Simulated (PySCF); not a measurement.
C₈H₁₂OSi, SMILES c1cccc(c1)[SiH2]COC, GFN2-xTB optimised geometry.

```
22

C     -0.76    -4.03    -0.08
O     -1.43    -2.79    -0.05
C     -0.55    -1.68    -0.04
Si    -1.68    -0.15     0.00
C     -0.65     1.43     0.00
C     -1.30     2.67     0.00
C     -0.59     3.85     0.00
C      0.79     3.83     0.00
C      1.46     2.62     0.00
C      0.74     1.43     0.00
H     -0.14    -4.12    -0.98
H     -0.13    -4.16     0.80
H     -1.53    -4.80    -0.10
H      0.10    -1.71    -0.92
H      0.11    -1.74     0.84
H     -2.50    -0.21     1.21
H     -2.54    -0.19    -1.19
H     -2.38     2.69     0.00
H     -1.11     4.80     0.00
H      1.35     4.75     0.00
H      2.54     2.59     0.00
H      1.27     0.49     0.00
```

Density from CAM-B3LYP/def2-SVP run with PySCF 2.14.0 at that geometry.

Minimum of the electron density along straight lines between bonded atoms, close to the bond critical point (lines longer than 1.1 times the sum of covalent radii, or with two minima, are not listed):

```tsv
bond	length / Å	ρ at the minimum / e bohr⁻³	∇²ρ there / e bohr⁻⁵	position (fraction from the first atom)
C1–O2	1.402	0.265	___	0.34
O2–C3	1.414	0.257	___	0.66
C3–Si4	1.906	0.113	0.32	0.62
Si4–C5	1.892	0.113	0.33	0.38
C5–C6	1.393	0.309	-0.78	0.50
C6–C7	1.382	0.316	-0.83	0.50
C7–C8	1.385	0.315	-0.82	0.50
C8–C9	1.384	0.315	-0.82	0.50
C5–C10	1.393	0.308	-0.78	0.50
C9–C10	1.384	0.315	-0.82	0.50
C1–H11	1.098	0.277	-1.04	0.63
C1–H12	1.098	0.277	-1.04	0.63
C1–H13	1.088	0.284	-1.11	0.64
C3–H14	1.100	0.274	-0.99	0.63
C3–H15	1.100	0.274	-0.99	0.63
Si4–H16	1.468	0.117	0.33	0.49
Si4–H17	1.468	0.117	0.33	0.49
C6–H18	1.080	0.284	-1.09	0.63
C7–H19	1.081	0.283	-1.09	0.63
C8–H20	1.080	0.284	-1.09	0.63
C9–H21	1.081	0.283	-1.09	0.63
C10–H22	1.081	0.284	-1.08	0.63
```

Question: Some entries are withheld; supply them.

Answer: 
- C1–O2, ∇²ρ there / e bohr⁻⁵: -0.47
- O2–C3, ∇²ρ there / e bohr⁻⁵: -0.43
